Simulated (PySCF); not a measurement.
Dissociation curve of N2 (cation, charge +1), doublet.

- UKS-PBE = unrestricted PBE/cc-pVDZ in PySCF
- UKS-PBE0 = unrestricted PBE0/cc-pVDZ run with PySCF
- UCCSD(T) = CCSD(T) on UHF/cc-pVDZ, 2 core orbitals frozen (PySCF 2.14.0)

Energies relative to the lowest point of each curve near equilibrium, in mEh; the last columns give the difference from UCCSD(T):

| R / Å | UKS-PBE | UKS-PBE0 | UCCSD(T) | UKS-PBE − UCCSD(T) | UKS-PBE0 − UCCSD(T) |
|---|---|---|---|---|---|
| 0.82 | 515.6 | 496.0 | 536.9 | -21.4 | -41.0 |
| 0.89 | 251.5 | 236.1 | 266.3 | -14.8 | -30.1 |
| 0.93 | 155.2 | 142.4 | 166.7 | -11.5 | -24.3 |
| 0.99 | 63.4 | 54.5 | 70.5 | -7.2 | -16.0 |
| 1.03 | 28.3 | 22.0 | 32.9 | -4.6 | -10.9 |
| 1.07 | 8.5 | 4.9 | 11.0 | -2.5 | -6.1 |
| 1.10 | 1.6 | 0.0 | 2.8 | -1.2 | -2.8 |
| 1.13 | 0.0 | 0.4 | 0.0 | 0.0 | 0.4 |
| 1.17 | 4.4 | 7.4 | 3.0 | 1.3 | 4.3 |
| 1.20 | 11.4 | 16.4 | 9.2 | 2.2 | 7.2 |
| 1.28 | 40.5 | 46.8 | 35.9 | 4.6 | 10.9 |
| 1.37 | 78.7 | 80.4 | 74.6 | 4.1 | 5.7 |

UKS-PBE is furthest from UCCSD(T) at 0.82 (-21.4 mEh, below); its mean absolute difference over the points is 6.3 mEh.

UKS-PBE0 is furthest from UCCSD(T) at 0.82 (-41.0 mEh, below); its mean absolute difference over the points is 13.3 mEh.

The scan ran from 0.82 to 4.36 Å; beyond the distances shown one of the unrestricted levels run for this scan, shown here or not, changes its spin distribution in one step. The unrestricted determinant behind UCCSD(T) is spin-contaminated at 1.03 to 1.37 Å (<S²> up to 2.3, against 0.75 for a pure doublet).
